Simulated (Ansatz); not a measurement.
CH5BClFOSi, SMILES `OB([SiH3])C(F)Cl`, relaxed with RKS PBE0-D4/def2-TZVP in the Gaussian-basis code of Ansatz from a PBE-D4/def2-SVP geometry. The force threshold is 0.005 eV/Å; the program also tests the step.

The species carries charge 0 and has multiplicity 1.

Start:

```xyz
11

O    -1.548    0.419   -1.043
B    -0.433    0.058   -0.358
Si    0.818    1.481    0.386
C    -0.069   -1.477   -0.096
F     1.266   -1.697    0.096
Cl   -0.984   -1.749    1.470
H    -2.086   -0.333   -1.362
H     2.069    1.538   -0.457
H     1.238    1.156    1.795
H     0.186    2.848    0.372
H    -0.457   -2.245   -0.803
```

Task: By how much does the energy fall, and how many steps does the optimiser take? (Best estimate.)

Result: Ansatz gave: 4.58 kJ/mol, in 10 steps, 1 of them rejected.

Task: Which bonds change most? (An estimate is asked.)

Result: The calculation gave: C4–Cl6 from 1.834 to 1.794 Å; Si3–H8 from 1.509 to 1.490 Å; C4–H11 from 1.114 to 1.095 Å; Si3–H10 from 1.506 to 1.487 Å.

Task: Give the relaxed structure. (Best estimate.)

Result: Computed: 
```xyz
11

O    -1.521    0.410   -1.010
B    -0.411    0.063   -0.328
Si    0.835    1.504    0.372
C    -0.089   -1.477   -0.071
F     1.226   -1.719    0.186
Cl   -1.057   -1.862    1.390
H    -2.070   -0.324   -1.308
H     2.044    1.558   -0.498
H     1.277    1.195    1.757
H     0.180    2.838    0.351
H    -0.414   -2.185   -0.841
```
